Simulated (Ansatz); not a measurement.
Isolated molecules relaxed with PBE0-D4/def2-TZVP in Ansatz; ΔE leaves out vibrations. CBS: MP2 limit from def2 TZ/QZ plus the TZ coupled-cluster correction, frozen cores. This one scheme is used for every species. DFT in def2-TZVPP. B3LYP here is the variant with VWN-RPA as its local correlation; programs differ in this. HSE06 is defined as in plane-wave codes. For Ge, Se outer-core shells are correlated without core-valence functions, which leaves a few kJ/mol of doubt a bond. Scalar relativity is left out up to krypton. Each species was taken in one conformer, which may not be the lowest.

`P[SiH2][SeH]` + `[F][GeH]([F])[Cl]` → `[F][Ge]([F])([Cl])[SeH]` + `[SiH3]P`  (formal exchange of groups at the Se–Si bond)

`P[SiH2][SeH]`:

Cartesian coordinates in Å:
```
P -0.553 -0.494 -1.802
Si -0.484 0.362 0.275
Se 1.485 -0.205 1.278
H 0.759 -0.051 -2.122
H -0.115 -1.779 -1.381
H -1.638 -0.172 1.043
H -0.620 1.838 0.181
H 1.166 0.500 2.529
```

`[F][GeH]([F])[Cl]`:

```xyz
5

F    -1.273    1.128    0.011
Ge   -0.073   -0.095   -0.001
F     0.455   -0.191   -1.628
Cl    1.549    0.581    1.167
H    -0.658   -1.423    0.450
```

`[F][Ge]([F])([Cl])[SeH]`:

Z-matrix (Å, degrees):
```
Ge
F 1 1.715
Cl 1 2.114 2 106.0
F 1 1.714 2 105.0 3 -115.1
Se 1 2.308 2 113.1 3 128.0
H 5 1.470 1 90.1 2 -73.6
```

`[SiH3]P`:

```xyz
7

Si   -0.046   -0.294   -0.763
P     0.790    0.389    1.217
H     0.331   -1.719   -0.953
H     0.587    0.519   -1.834
H    -1.523   -0.167   -0.870
H    -0.177   -0.322    1.977
H     0.038    1.594    1.225
```

```json
{"level": "r2SCAN0-D4", "ΔE (eV)": "0.07"}
{"level": "HSE06-D4", "ΔE (eV)": "0.07"}
{"level": "B2PLYP", "ΔE (eV)": "0.04"}
{"level": "B3LYP", "ΔE (eV)": "0.03"}
{"level": "HF/def2-TZVPP", "ΔE (eV)": "0.07"}
{"level": "CCSD/def2-TZVPP", "ΔE (eV)": "0.05"}
{"level": "HF/def2-QZVPP", "ΔE (eV)": "0.08"}
{"level": "CCSD/CBS(def2)", "ΔE (eV)": "0.10"}
```

What does CCSD(T)/CBS give? (An estimate is asked.)

The calculation gave: +0.09 eV. The listed levels differ from it by -0.02, -0.02, -0.05, -0.06, -0.02, -0.04, -0.01, 0.01 eV.

Largest T1 diagnostic among the species: 0.013.

Leaving LDA and LC-ωPBE aside and taking each functional with its dispersion term where it has one, the values, not all of them listed here, spread over 0.09 eV, from BLYP-D4 to PBE-QIDH. LDA lies +0.03 eV from PBE without D4. At CCSD(T), def2-SVP lies −0.08 eV from the extrapolated value and def2-TZVPP −0.05 eV.
